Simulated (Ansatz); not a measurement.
Input file for Ansatz (a program for electronic structure): R-PBE/def2-TZVPP on H4Se2Si (SMILES [SeH][SiH2][SeH]).

Ansatz 0.2 input:
```yaml
crystal:
  periodic: [false, false, false]
  atoms:
    - {symbol: Se, position_ang: [1.69976710, 0.15204061, -1.04879387]}
    - {symbol: Si, position_ang: [-0.13103587, -0.66625055, 0.05379516]}
    - {symbol: Se, position_ang: [-1.48497595, 0.94051972, 0.96056535]}
    - {symbol: H, position_ang: [2.16823408, 0.91586987, 0.11877913]}
    - {symbol: H, position_ang: [0.23463653, -1.50348012, 1.21482198]}
    - {symbol: H, position_ang: [-0.81995166, -1.47294420, -0.97445339]}
    - {symbol: H, position_ang: [-1.66667423, 1.63424468, -0.32471437]}
basis:
  gaussian:
    orbitals: def2-TZVPP
hamiltonian:
  xc: {name: PBE}
scf: {lower_state_search: off}
```

It printed:

```
WARN ansatz: RAYON_NUM_THREADS=1 ignored (pool sized by the plan → 1); use --threads N
Functional definition: PBE
these checks for a lower state are left out or cut short: stability, starts, cluster_reference, orbital_swaps, neighbouring_geometries, increment
integrals: 0.13 GiB planned
1298 factors; their error is unknown
mean field: 0.80 GiB planned
mean field evaluation 1: about -138618.8393 eV, gradient 2.1e1 eV
mean field evaluation 2: about -138619.1125 eV, gradient 1.7e1 eV
mean field evaluation 4: about -138620.0177 eV, gradient 1.0e0 eV
mean field evaluation 8: about -138619.9440 eV, gradient 2.6e-2 eV
mean field evaluation 16: about -138619.9440 eV, gradient 7.1e-6 eV
mean field -138619.94404279 eV, -5094.1889835998 hartree, gradient 7.1e-6 eV, S^2 0.000000; 0 other end points of the search recorded, 0 dependent functions left out
reference -138619.94408085 eV, -5094.1889849985 hartree; 43, 43 occupied and 151, 151 virtual orbitals, 1298 factors
Total energy: -138619.94408085 eV, -5094.1889849985 hartree
Checks for a lower state left out: stability, starts, cluster_reference, orbital_swaps, neighbouring_geometries, increment
```

The calculation finished and met its thresholds.

Cost: very roughly 2.6 core-seconds.
